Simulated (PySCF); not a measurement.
**Working out the excitation energy of Bi**

Bi [Xe] 4f14 5d10 6s2 6p3 (4S) → Bi [Xe] 4f14 5d10 6s2 6p2 7s1 (4P). Computed with PySCF 2.14 in aug-cc-pwCVDZ-PP with ECP60MDF, with a scalar-relativistic core potential. Frozen: nothing. Energies in hartree (1 hartree = 27.21139 eV):

```
             part   Bi (lower)   Bi (upper)
              UHF  -213.591532  -213.397368
MP2 opposite-spin    -0.289016    -0.290460
    MP2 same-spin    -0.171816    -0.169442
```

Question: What does Hartree-Fock give?

Answer: (-213.397368) − (-213.591532) = 0.194164 hartree = 5.283 eV.

Question: What do MP2 and SCS-MP2 (6/5 opposite-spin, 1/3 same-spin) give?

Answer: The opposite-spin parts differ by -0.039 eV and the same-spin parts by 0.065 eV. MP2: 5.283 + (-0.039) + (0.065) = 5.309 eV. SCS-MP2: 5.283 + 1.2 × (-0.039) + (0.065)/3 = 5.258 eV.

A double-zeta basis recovers only part of the correlation energy.
